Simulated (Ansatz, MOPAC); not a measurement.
Molecule: SiHCl, net charge 0, singlet state. SMILES: Cl[SiH]

Atoms: Si1, H2, Cl3. Bonds: Si1-H2, Si1-Cl3.

Bond lengths (Å) and angles (degrees) optimised at AM1 with MOPAC; PM6 with MOPAC; MNDO with MOPAC; HF/6-31G* with Ansatz (a quantum-chemistry and plane-wave program); PBE/6-31G* with Ansatz; B3LYP/6-31G* with Ansatz, each started from the B3LYP-D3(BJ)/def2-TZVP structure (Ansatz) of the last column. A row stands for all coordinates that are equal there. 6-31G* holds six Cartesian d functions. No wavenumbers were computed at MNDO, PBE/6-31G*, so these may be saddle points.

| coordinate | AM1 | PM6 | MNDO | HF/6-31G* | PBE/6-31G* | B3LYP/6-31G* | B3LYP-D3(BJ)/def2-TZVP |
|---|---|---|---|---|---|---|---|
| Si1-H2 | 1.459 | 1.530 | 1.368 | 1.505 | 1.550 | 1.533 | 1.526 |
| Si1-Cl3 | 2.021 | 2.141 | 2.103 | 2.093 | 2.113 | 2.111 | 2.094 |
| H2-Si1-Cl3 | 102.5 | 104.6 | 99.1 | 95.5 | 94.5 | 94.8 | 94.9 |

Mean signed difference of all 2 bond lengths from B3LYP-D3(BJ)/def2-TZVP: AM1 -0.070 Å, PM6 0.025 Å, MNDO -0.074 Å, HF/6-31G* -0.012 Å, PBE/6-31G* 0.021 Å, B3LYP/6-31G* 0.012 Å.
